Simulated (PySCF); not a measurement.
Computed IR spectrum (relative IR intensity) of a molecule C5H5Cl. Geometry: B3LYP-D3(BJ)/def2-SVP. The values are those of a single conformer. Computed with PySCF 2.14.0 with B3LYP-D3(BJ)/def2-SVP. Frequencies are harmonic and unscaled.

Lines under 2 % of the strongest are left out, and lines within 2 cm⁻¹ are merged.

ν (cm⁻¹): 273 (w), 344 (w), 379 (vw), 548 (m), 693 (s), 707 (s), 788 (w), 820 (s), 928 (m), 963 (s), 973 (m), 1079 (vw), 1256 (m), 1295 (w), 1330 (w), 1431 (w), 1708 (m), 2232 (vw), 3011 (m), 3065 (w), 3181 (w), 3194 (w), 3471 (vs) (against the strongest line: vs over 80 %, s over 45 %, m over 15 %, w over 4 %, vw less)

### Question
Which structure fits?
(A) C#CCC(=C)Cl
(B) C#CC/C=C/Cl
(C) C#C/C(Cl)=C\C
(D) C=C=CC(=C)Cl

### Answer
B, C#CC/C=C/Cl
